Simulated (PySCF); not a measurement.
```xyz
3
charge 0 multiplicity 3, angstrom
S     0.0000    0.0000   -1.5671
Pt    1.3344    0.0000    0.1289
Pt   -1.3344    0.0000    0.1289
```

Computed with UPBE0/[S def2-SVP, Pt def2-SVP with ECP60], scalar-relativistic core potentials, density fitting, no spin–orbit coupling, PySCF.

This geometry of Pt2S is a stationary point at this level.

(1) What is the point group?

(2) Is it a minimum?

(3) Which band is strongest in the infrared?

(4) Give the atomic charges and bond orders.

(5) What is the atomisation energy, with and without zero-point energy?

Results:

(1) C2v.

(2) Yes: all harmonic wavenumbers are real.

(3) 449 cm⁻¹ (a1), 2 km/mol.

(4) 
```tsv
atom	Mulliken	Löwdin	polar tensor	spin (Mulliken)	Mayer order to S1
S1	-0.07	0.58	-0.14	0.71	–
Pt2,3	0.03	-0.29	0.07	0.65	1.30
```
Other Mayer orders above 0.3: Pt–Pt 0.75.

(5) 676 kJ/mol without, 670 kJ/mol with.

Other isomers or separated fragments may lie lower. Open d and f shells are described by one determinant, and the ground state may have another occupation or spin. With an element this heavy the missing spin–orbit coupling can shift these numbers.
